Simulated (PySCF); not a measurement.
Si(OH)2Cl2.
Structure used (PBE0-D3(BJ)/def2-SVP), in Å, numbered top down from 1:
```
atom  x, y, z in Å
Si1   -0.0798   -0.0013   -0.0593
O2    -0.0826    0.0026    1.5723
H3    -0.9185   -0.1510    2.0214
O4     1.4919   -0.0333   -0.4966
H5     1.7008    0.1491   -1.4170
Cl6   -1.0040    1.6594   -0.8372
Cl7   -1.1077   -1.6255   -0.7837
```

Computed, not measured: TDDFT PBE0/def2-SVPD, vertical, gas phase, core orbitals frozen in the response in PySCF 2.14.0, density-fitted response routines.

Transition dipole moments from the ground state, in atomic units and in the frame of the coordinates above (overall signs are arbitrary), for the states with f of 0.002 or more among the lowest 10:

```json
{"state": "S1", "E (eV)": "7.612", "μx": "0.013", "μy": "0.217", "μz": "-0.014"}
{"state": "S3", "E (eV)": "8.208", "μx": "0.394", "μy": "0.108", "μz": "-0.509"}
{"state": "S4", "E (eV)": "8.520", "μx": "-0.115", "μy": "0.048", "μz": "-0.078"}
{"state": "S5", "E (eV)": "8.541", "μx": "-0.010", "μy": "-0.198", "μz": "-0.046"}
{"state": "S6", "E (eV)": "8.582", "μx": "0.488", "μy": "-0.025", "μz": "0.379"}
{"state": "S8", "E (eV)": "8.677", "μx": "0.054", "μy": "-0.951", "μz": "-0.120"}
{"state": "S10", "E (eV)": "8.958", "μx": "-0.150", "μy": "-0.004", "μz": "-0.121"}
```

**Question.** What oscillator strength does each state have?

**Answer.** f = (2/3) ΔE |μ|² with ΔE in hartree (27.2114 eV).

```
state  |μ|² (au)  |μ| (D)      f
   S1      0.048     0.55  0.009
   S3      0.426     1.66  0.086
   S4      0.022     0.37  0.004
   S5      0.041     0.52  0.009
   S6      0.382     1.57  0.080
   S8      0.922     2.44  0.196
  S10      0.037     0.49  0.008
```

**Question.** What angle do the transition dipoles of S6 and S8 make?

**Answer.** |cos θ| = |μa·μb| / (|μa| |μb|) = 0.01, so θ ≈ 90° (taken between 0 and 90°, since the signs are arbitrary).

**Question.** What peak molar absorption coefficient would the strongest computed level give as a lone Gaussian band 0.5 eV wide at half height?

**Answer.** ε(max) = 2.175×10⁸ f / FWHM, with the width in cm⁻¹. S8: 2.175×10⁸ × 0.1961 / 4033 ≈ 11000 L mol⁻¹ cm⁻¹.

On one thread, Arm Neoverse V2, no GPU, shared host, this took 11 s wall.

One conformer stands for the species.
